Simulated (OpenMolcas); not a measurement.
## Os2+: moving or changing the point charges

Os2+ among 6 point charges of -1.7 e arranged as a tetragonal octahedron (D4h), 2.24 Å from the ion, with the axial distance 2.442 Å.
```
   2.2400    0.0000    0.0000  -1.70
   0.0000    2.2400    0.0000  -1.70
  -2.2400    0.0000    0.0000  -1.70
   0.0000   -2.2400    0.0000  -1.70
   0.0000    0.0000    2.4416  -1.70
   0.0000    0.0000   -2.4416  -1.70
```

```yaml
Program: OpenMolcas 26.06
Method: "SS-CASPT2, IPEA 0.25 Eh, imaginary shift 0.1 Eh (closed shells correlated: 5s 5p)"
Basis: ANO-RCC-VDZP [7s6p4d2f1g]
Scalar_Hamiltonian: DKH2, point nucleus
Active_space: 6 electrons in 5 orbitals (5d)
State_averaging: 2S+1 = 5 even, 5 roots; 2S+1 = 3 even, 45 roots; 2S+1 = 1 even, 50 roots
Spin-orbit_coupling: state interaction with AMFI integrals over the reference wave functions
```

Runs around this geometry, states (labels of D4, the rotations of D4h). Energies in cm-1 above the lowest state or level, χT in cm3 K/mol.

```csv
R (Å),q (e),Axial / equatorial distance,Ground state,First state of that spin,First gap with spin-orbit (degeneracies),χT at 300 K,First state of another spin
2.24,-0.85,1.09,5E,5B2 730,"110 (1, 1)",4.650,3E 12190
2.24,-1.7,1.09,5E,5B2 1500,"380 (1, 1)",2.896,3E 7880
2.44,-1.7,1.09,5E,5B2 1260,"120 (1, 1)",4.150,3E 10630
2.24,-1.7,1.18,5E,5B2 2870,"480 (1, 2)",2.962,3E 7780
```

Taking the first state of the same spin as R^-n, n = -ln(1260 / 1500) / ln(2.44 / 2.24) = 2.0 between the shortest and longest distance.

Scaling the charges by -0.85 / -1.7 = 0.50 scales the first state of the same spin by 730 / 1500 = 0.49; with fixed orbitals a first-order splitting would follow the charge.

An orbital doublet at a regular site is open to a Jahn-Teller distortion, which this geometry leaves out. Point charges give a weaker field than real ligands, and real ions of this kind are as a rule low spin; the high spin found here belongs to the model. Free-ion shares, where given, are those of the reference states; single-state CASPT2 does not remix them. Spin-orbit coupling mixes the spin-free states strongly: the lowest level takes only 64 % from its leading state, 5E (figures for R = 2.24, q = -0.85, ratio = 1.09; the like holds for R = 2.24, q = -1.7, ratio = 1.09, R = 2.24, q = -1.7, ratio = 1.18). This shell can be high or low spin here, a state of another spin lies low, and with metal d orbitals alone active their balance is uncertain, so the ground spin may be wrong (holds for R = 2.24, q = -1.7, ratio = 1.09; R = 2.24, q = -1.7, ratio = 1.18). This is an electrostatic model: the charges have no orbitals. No measured value stands beside these numbers.
